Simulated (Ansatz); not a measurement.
C₂H₇ClO₂Sn, SMILES `C[O][SnH]([Cl])[O]C`. Charge 0, multiplicity 1. Correlated methods include outer-core shells of Sn, which these sets cover unevenly. Sn takes the def2 core potential.

```xyz
13

C    -2.322   -0.488   -0.036
O    -1.231    0.366   -0.296
Sn    0.174    0.703    1.008
Cl    0.459   -1.299    2.160
O     1.758    1.060   -0.046
C     2.188    0.134   -1.023
H    -3.039   -0.037    0.662
H    -2.010   -1.457    0.369
H    -2.838   -0.665   -0.983
H    -0.099    1.997    2.062
H     2.480   -0.824   -0.578
H     1.418   -0.052   -1.780
H     3.062    0.561   -1.520
```

Give the diagnostics of a CCSD(T)/def2-TZVPP run (frozen core, Ansatz). (Best estimate.)

Computed: T1 = 0.0134, largest single amplitude 0.027, largest double 0.021, (T) share of the correlation energy 3.6 %, 10 CCSD cycles. The RHF solution is stable towards an unrestricted one. T1 lies under the customary mark of 0.02 for closed shells.
